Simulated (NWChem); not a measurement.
System: C5H5F; SMILES C(/C=C(\F)C)#C

```xyz
11

C      0.1694     2.7670     0.0000
C     -0.2484     1.6271     0.0000
C     -0.7770     0.3112     0.0000
C     -0.0301    -0.8060     0.0000
C     -0.5135    -2.2067     0.0000
F      1.2975    -0.7150     0.0000
H      0.5487     3.7719     0.0000
H     -1.8639     0.1916     0.0000
H     -0.1336    -2.7404    -0.8862
H     -0.1336    -2.7404     0.8862
H     -1.6094    -2.2491     0.0000
```
Atoms are numbered in this order, from 1.

Level: PBE0/def2-SVP (NWChem), optimised geometry, unscaled harmonic frequencies. 

Question: List the harmonic frequencies with IR intensities, and the thermochemistry.

Answer: 
```csv
frequency (cm⁻¹),IR intensity (km/mol)
140,2.2
146,3.8
202,0.0
366,1.1
405,5.8
442,2.3
596,1.5
611,2.8
652,42.6
710,35.0
819,12.9
922,42.2
989,2.5
1048,6.6
1085,13.3
1220,25.1
1360,45.8
1416,64.9
1435,10.0
1452,1.5
1769,113.2
2235,8.6
3059,10.8
3139,2.8
3196,3.4
3210,7.0
3491,93.0
```

The zero-point energy is 51.6 kcal/mol. The thermal correction to the enthalpy at 298.15 K (with zero-point energy) is 56.2 kcal/mol and the heat capacity Cv is 22.5 cal/(mol K). The entropy at 298.15 K and 1 atm (symmetry number 1) is 78.5 cal/(mol K) and the dipole moment is 1.89 D.

Rigid rotor and harmonic oscillator.
